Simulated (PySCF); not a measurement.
# Computed records: ClH2Si

Calculation on a computer-drawn molecule: vertical ionisation energy to the stated ion spin, frozen-core CCSD(T) at the basis limit and cheaper methods, single-reference cases, UHF for radicals, no spin-orbit; all values are single points at the evaluated structure, the first of each entry, which is the reference or a displaced copy of it and isn't optimised; the reference structure only sets the zero of the energies above reference; triples share is (T) over the correlation energy. Program: PySCF 2.14.0.

Common to all runs: charge 1; multiplicity 1; ion multiplicity 2; diffuse functions no; basis cc-pV(n+d)Z; reference is the Hartree-Fock double-zeta minimum; best is HF at quadruple zeta + MP2 correlation extrapolated from triple and quadruple zeta + CCSD(T) minus MP2 at triple zeta; basis step is the size of the change from the same recipe one zeta lower.

```json
{"entry": 1, "formula": "ClH2Si", "evaluated_structure": {"atoms_angstrom": [["Si", -0.6199, -0.2494, -1.3245], ["Cl", -2.2122, 0.9207, -2.3667], ["H", 0.5966, 0.4328, -0.921], ["H", -0.8384, -1.6748, -1.0787]]}, "reference_structure": {"atoms_angstrom": [["Si", -0.618, -0.2505, -1.325], ["Cl", -2.0125, 0.7703, -2.2321], ["H", 0.5982, 0.4416, -0.9209], ["H", -0.8413, -1.6695, -1.0833]]}, "given": {"drawn_bonds_atom": [1, 1, 1], "drawn_bonds_other_atom": [2, 3, 4], "drawn_bonds_order": [1, 1, 1]}, "results": {"ionisation_energy_best [eV]": 18.05, "ionisation_energy_basis_step [eV]": 0.05981, "energy_above_reference_best [kcal/mol]": 17.66, "energy_above_reference_basis_step [kcal/mol]": 1.148, "triple_zeta_method": ["HF", "PBE", "r2SCAN", "B3LYP", "wB97X", "MP2", "CCSD", "CCSD(T)"], "triple_zeta_ionisation_energy [eV]": [16.63, 17.86, 17.91, 17.93, 17.89, 17.96, 17.76, 17.86], "triple_zeta_energy_above_reference [kcal/mol]": [18.93, 14.7, 17.04, 15.75, 18.72, 18.08, 17.42, 16.79], "ionisation_energy_Koopmans_at_triple_zeta [eV]": 18.53, "ionisation_energy_EOM_CCSD_at_triple_zeta [eV]": 17.92, "total_energy_HF_triple_zeta [hartree]": -749.3348, "total_energy_CCSD(T)_triple_zeta [hartree]": -749.6678, "total_energy_best [hartree]": -749.7194, "T1_diagnostic_at_triple_zeta": 0.01794, "D1_diagnostic_at_triple_zeta": 0.05412, "ion_T1_diagnostic_at_triple_zeta": 0.01647, "ion_D1_diagnostic_at_triple_zeta": 0.05544, "ion_spin_squared_at_triple_zeta": 0.7617, "triples_share_at_triple_zeta": 0.04051, "basis_functions_triple_zeta": 106}}
{"entry": 2, "formula": "ClH2Si", "evaluated_structure": {"atoms_angstrom": [["Si", -0.6199, -0.2494, -1.3245], ["Cl", -2.2129, 0.9213, -2.3672], ["H", 0.5966, 0.4328, -0.921], ["H", -0.8384, -1.6748, -1.0787]]}, "reference_structure": {"atoms_angstrom": [["Si", -0.618, -0.2505, -1.325], ["Cl", -2.0125, 0.7703, -2.2321], ["H", 0.5982, 0.4416, -0.9209], ["H", -0.8413, -1.6695, -1.0833]]}, "given": {"drawn_bonds_atom": [1, 1, 1], "drawn_bonds_other_atom": [2, 3, 4], "drawn_bonds_order": [1, 1, 1]}, "results": {"ionisation_energy_best [eV]": 18.05, "ionisation_energy_basis_step [eV]": 0.05975, "energy_above_reference_best [kcal/mol]": 17.76, "energy_above_reference_basis_step [kcal/mol]": 1.151, "triple_zeta_method": ["HF", "PBE", "r2SCAN", "B3LYP", "wB97X", "MP2", "CCSD", "CCSD(T)"], "triple_zeta_ionisation_energy [eV]": [16.63, 17.86, 17.91, 17.93, 17.89, 17.96, 17.76, 17.86], "triple_zeta_energy_above_reference [kcal/mol]": [19.03, 14.78, 17.13, 15.84, 18.82, 18.19, 17.52, 16.89], "ionisation_energy_Koopmans_at_triple_zeta [eV]": 18.52, "ionisation_energy_EOM_CCSD_at_triple_zeta [eV]": 17.91, "total_energy_HF_triple_zeta [hartree]": -749.3346, "total_energy_CCSD(T)_triple_zeta [hartree]": -749.6676, "total_energy_best [hartree]": -749.7193, "T1_diagnostic_at_triple_zeta": 0.01795, "D1_diagnostic_at_triple_zeta": 0.05418, "ion_T1_diagnostic_at_triple_zeta": 0.01644, "ion_D1_diagnostic_at_triple_zeta": 0.05524, "ion_spin_squared_at_triple_zeta": 0.7617, "triples_share_at_triple_zeta": 0.04051, "basis_functions_triple_zeta": 106}}
{"entry": 3, "formula": "ClH2Si", "evaluated_structure": {"atoms_angstrom": [["Si", -0.6061, -0.2746, -1.2892], ["Cl", -2.2423, 0.8916, -2.4214], ["H", 0.649, 0.4177, -0.9842], ["H", -0.844, -1.646, -1.0708]]}, "reference_structure": {"atoms_angstrom": [["Si", -0.618, -0.2505, -1.325], ["Cl", -2.0125, 0.7703, -2.2321], ["H", 0.5982, 0.4416, -0.9209], ["H", -0.8413, -1.6695, -1.0833]]}, "given": {"drawn_bonds_atom": [1, 1, 1], "drawn_bonds_other_atom": [2, 3, 4], "drawn_bonds_order": [1, 1, 1]}, "results": {"ionisation_energy_best [eV]": 17.79, "ionisation_energy_basis_step [eV]": 0.05631, "energy_above_reference_best [kcal/mol]": 25.74, "energy_above_reference_basis_step [kcal/mol]": 1.378, "triple_zeta_method": ["HF", "PBE", "r2SCAN", "B3LYP", "wB97X", "MP2", "CCSD", "CCSD(T)"], "triple_zeta_ionisation_energy [eV]": [16.34, 17.68, 17.7, 17.7, 17.62, 17.68, 17.49, 17.61], "triple_zeta_energy_above_reference [kcal/mol]": [27.4, 22.32, 25.02, 23.37, 27.15, 26.39, 25.55, 24.78], "ionisation_energy_Koopmans_at_triple_zeta [eV]": 18.3, "ionisation_energy_EOM_CCSD_at_triple_zeta [eV]": 17.66, "total_energy_HF_triple_zeta [hartree]": -749.3213, "total_energy_CCSD(T)_triple_zeta [hartree]": -749.6550, "total_energy_best [hartree]": -749.7066, "T1_diagnostic_at_triple_zeta": 0.01941, "D1_diagnostic_at_triple_zeta": 0.05942, "ion_T1_diagnostic_at_triple_zeta": 0.0144, "ion_D1_diagnostic_at_triple_zeta": 0.04006, "ion_spin_squared_at_triple_zeta": 0.762, "triples_share_at_triple_zeta": 0.04107, "basis_functions_triple_zeta": 106}}
{"entry": 4, "formula": "ClH2Si", "evaluated_structure": {"atoms_angstrom": [["Si", -0.5613, -0.2533, -1.3203], ["Cl", -2.0342, 0.8037, -2.2019], ["H", 0.5543, 0.4583, -0.8824], ["H", -0.8221, -1.6653, -1.0636]]}, "reference_structure": {"atoms_angstrom": [["Si", -0.618, -0.2505, -1.325], ["Cl", -2.0125, 0.7703, -2.2321], ["H", 0.5982, 0.4416, -0.9209], ["H", -0.8413, -1.6695, -1.0833]]}, "given": {"drawn_bonds_atom": [1, 1, 1], "drawn_bonds_other_atom": [2, 3, 4], "drawn_bonds_order": [1, 1, 1]}, "results": {"ionisation_energy_best [eV]": 18.75, "ionisation_energy_basis_step [eV]": 0.07116, "energy_above_reference_best [kcal/mol]": 2.832, "energy_above_reference_basis_step [kcal/mol]": 0.357, "triple_zeta_method": ["HF", "PBE", "r2SCAN", "B3LYP", "wB97X", "MP2", "CCSD", "CCSD(T)"], "triple_zeta_ionisation_energy [eV]": [17.45, 18.33, 18.45, 18.51, 18.59, 18.72, 18.49, 18.56], "triple_zeta_energy_above_reference [kcal/mol]": [2.812, 2.6, 2.83, 2.466, 3.042, 2.701, 2.69, 2.588], "ionisation_energy_Koopmans_at_triple_zeta [eV]": 19.09, "ionisation_energy_EOM_CCSD_at_triple_zeta [eV]": 18.6, "total_energy_HF_triple_zeta [hartree]": -749.3605, "total_energy_CCSD(T)_triple_zeta [hartree]": -749.6904, "total_energy_best [hartree]": -749.7431, "T1_diagnostic_at_triple_zeta": 0.01406, "D1_diagnostic_at_triple_zeta": 0.0408, "ion_T1_diagnostic_at_triple_zeta": 0.02619, "ion_D1_diagnostic_at_triple_zeta": 0.1106, "ion_spin_squared_at_triple_zeta": 0.7622, "triples_share_at_triple_zeta": 0.03832, "basis_functions_triple_zeta": 106}}
{"entry": 5, "formula": "ClH2Si", "evaluated_structure": {"atoms_angstrom": [["Si", -0.5613, -0.2533, -1.3203], ["Cl", -2.0342, 0.8037, -2.2019], ["H", 0.5543, 0.4583, -0.8824], ["H", -0.7983, -1.5366, -1.087]]}, "reference_structure": {"atoms_angstrom": [["Si", -0.618, -0.2505, -1.325], ["Cl", -2.0125, 0.7703, -2.2321], ["H", 0.5982, 0.4416, -0.9209], ["H", -0.8413, -1.6695, -1.0833]]}, "given": {"drawn_bonds_atom": [1, 1, 1], "drawn_bonds_other_atom": [2, 3, 4], "drawn_bonds_order": [1, 1, 1]}, "results": {"ionisation_energy_best [eV]": 18.81, "ionisation_energy_basis_step [eV]": 0.07238, "energy_above_reference_best [kcal/mol]": 8.092, "energy_above_reference_basis_step [kcal/mol]": 0.5014, "triple_zeta_method": ["HF", "PBE", "r2SCAN", "B3LYP", "wB97X", "MP2", "CCSD", "CCSD(T)"], "triple_zeta_ionisation_energy [eV]": [17.48, 18.44, 18.55, 18.6, 18.65, 18.76, 18.54, 18.62], "triple_zeta_energy_above_reference [kcal/mol]": [7.576, 8.844, 8.381, 7.772, 8.329, 7.671, 7.835, 7.831], "ionisation_energy_Koopmans_at_triple_zeta [eV]": 19.14, "ionisation_energy_EOM_CCSD_at_triple_zeta [eV]": 18.66, "total_energy_HF_triple_zeta [hartree]": -749.3529, "total_energy_CCSD(T)_triple_zeta [hartree]": -749.6821, "total_energy_best [hartree]": -749.7347, "T1_diagnostic_at_triple_zeta": 0.01397, "D1_diagnostic_at_triple_zeta": 0.0409, "ion_T1_diagnostic_at_triple_zeta": 0.0226, "ion_D1_diagnostic_at_triple_zeta": 0.09257, "ion_spin_squared_at_triple_zeta": 0.7618, "triples_share_at_triple_zeta": 0.03794, "basis_functions_triple_zeta": 106}}
{"entry": 6, "formula": "ClH2Si", "evaluated_structure": {"atoms_angstrom": [["Si", -0.5613, -0.2533, -1.3203], ["Cl", -2.0342, 0.8037, -2.2019], ["H", 0.5543, 0.4583, -0.8824], ["H", -0.8343, -1.7311, -1.0516]]}, "reference_structure": {"atoms_angstrom": [["Si", -0.618, -0.2505, -1.325], ["Cl", -2.0125, 0.7703, -2.2321], ["H", 0.5982, 0.4416, -0.9209], ["H", -0.8413, -1.6695, -1.0833]]}, "given": {"drawn_bonds_atom": [1, 1, 1], "drawn_bonds_other_atom": [2, 3, 4], "drawn_bonds_order": [1, 1, 1]}, "results": {"ionisation_energy_best [eV]": 18.71, "ionisation_energy_basis_step [eV]": 0.07022, "energy_above_reference_best [kcal/mol]": 3.695, "energy_above_reference_basis_step [kcal/mol]": 0.3156, "triple_zeta_method": ["HF", "PBE", "r2SCAN", "B3LYP", "wB97X", "MP2", "CCSD", "CCSD(T)"], "triple_zeta_ionisation_energy [eV]": [17.43, 18.26, 18.39, 18.45, 18.55, 18.69, 18.46, 18.53], "triple_zeta_energy_above_reference [kcal/mol]": [4.045, 2.899, 3.506, 3.236, 3.903, 3.742, 3.599, 3.437], "ionisation_energy_Koopmans_at_triple_zeta [eV]": 19.05, "ionisation_energy_EOM_CCSD_at_triple_zeta [eV]": 18.56, "total_energy_HF_triple_zeta [hartree]": -749.3585, "total_energy_CCSD(T)_triple_zeta [hartree]": -749.6891, "total_energy_best [hartree]": -749.7417, "T1_diagnostic_at_triple_zeta": 0.01413, "D1_diagnostic_at_triple_zeta": 0.04078, "ion_T1_diagnostic_at_triple_zeta": 0.02882, "ion_D1_diagnostic_at_triple_zeta": 0.1235, "ion_spin_squared_at_triple_zeta": 0.7626, "triples_share_at_triple_zeta": 0.03854, "basis_functions_triple_zeta": 106}}
```
